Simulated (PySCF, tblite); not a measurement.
Compound: C3H11BN2Si.
SMILES with atom numbers: `[CH3:1][NH:2][BH2-:3][N+:4]#[C:5][SiH2:6][CH3:7]` (hydrogens: H8, H9, H10 on C1; H11 on N2; H12, H13 on B3; H14, H15 on Si6; H16, H17, H18 on C7)

Structure used (GFN2-xTB), in Å, numbered top down from 1:
```
atom  x, y, z in Å
C1    -2.2847    0.6740   -0.4432
N2    -2.3259   -0.5358    0.3083
B3    -1.6868   -1.7801   -0.2336
N4    -0.2576   -1.3182   -0.4679
C5     0.4925   -0.4581   -0.6808
Si6    1.7832    0.8466   -0.9871
C7     3.1697    0.5124    0.2618
H8    -1.2416    1.0472   -0.5981
H9    -2.7115    0.4952   -1.4308
H10   -2.8491    1.4641    0.0552
H11   -2.1409   -0.3657    1.2879
H12   -1.6705   -2.6661    0.5529
H13   -2.0789   -2.0746   -1.3184
H14    2.2182    0.6569   -2.3723
H15    1.2007    2.1751   -0.7771
H16    3.5427   -0.5052    0.1809
H17    4.0080    1.1848    0.1030
H18    2.8238    0.6539    1.2826
```

Jobs on this species (18 atoms, 62 electrons) with PySCF (density fitting) and tblite. Hardware of each: Arm Neoverse N1, one thread, shared host. Times come from a shared host and carry two figures at best.

```tsv
level and settings	work	basis functions	SCF cycles	wall time
PBE0/pcSseg-1	shieldings, charges and field gradients, density and orbital grids written	181	?	?
GFN2-xTB	Hessian by finite differences	–	–	?
CAM-B3LYP/def2-SVPD	8 singlets by full TDDFT, 3 Tamm–Dancoff triplets, polarisability	232	14	1.8 min
GFN2-xTB	L-BFGS relaxation	–	–	1.6 s
```

**Question.** Fill in the missing figures.

**Answer.** 
- PBE0/pcSseg-1; shieldings, charges and field gradients, density and orbital grids written: 74 s, 15 SCF cycles
- GFN2-xTB; Hessian by finite differences: 1.1 s

**Question.** What do all jobs in the table cost together?

**Answer.** About 3.1 min; the longest takes about 58 % of that, and about 98 times as long as the shortest.
